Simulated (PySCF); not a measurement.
# Diatomics of P with the fourth-period p block

PBE0 with triple-zeta basis sets in PySCF, for the lowest determinant that a PBE0 search found; no spin–orbit coupling. De refers to high-spin ground-configuration atoms. A positive dipole means M(−)P(+).

```json
{"M": "Ge", "basis": "x2c-TZVPPall", "state (unpaired electrons)": "doublet (π ↑)", "Re (Å)": "2.143", "ωe (cm⁻¹)": "498", "De (eV)": "3.31", "μ (D)": "-1.34"}
{"M": "Se", "basis": "def2-TZVPP", "state (unpaired electrons)": "doublet (π ↑)", "Re (Å)": "2.029", "ωe (cm⁻¹)": "596", "De (eV)": "3.85", "μ (D)": "0.27"}
{"M": "Br", "basis": "def2-TZVPPD", "state (unpaired electrons)": "triplet (π ↑↑)", "Re (Å)": "2.173", "ωe (cm⁻¹)": "443", "De (eV)": "3.07", "μ (D)": "0.33"}
```

The shortest bond is that of PSe (2.029 Å), the longest that of PBr (2.173 Å).

The rows differ in basis set, which adds steps of its own.

The state changes along the series, so neighbouring rows are not always alike in their bonding.

Spin–orbit coupling is left out. States were picked by a PBE0 search and need not be the measured ground states.
